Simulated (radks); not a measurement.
Initial-state core-level shifts of the vanadium ion V+ when its valence configuration changes from [Ar] 3d4. Calculated with a radial shooting solver on a logarithmic mesh with Libxc functionals: scalar-relativistic Kohn-Sham, BLYP, spin-polarised, spherical densities, point nucleus; open shells are filled with parallel spins first. Shifts are changes of the shell-averaged eigenvalues in eV (positive: less bound).

valence               2s       2p       3s       3p
3d2 4p2          -15.077  -14.915  -13.238  -12.781
3d3 4p1           -6.741   -6.672   -6.132   -5.937
3d2 4s2          -12.831  -12.678  -11.018  -10.587
3d3 4s1           -5.537   -5.468   -4.882   -4.691
3d3 4s0.5 4p0.5   -6.145   -6.077   -5.514   -5.321
3d3.5 4p0.5       -3.160   -3.129   -2.923   -2.835
3d2 4s1 4p1      -13.902  -13.744  -12.057  -11.610
3d1 4p3          -24.775  -24.501  -20.982  -20.220
3d1.5 4p2.5      -19.770  -19.554  -17.047  -16.442
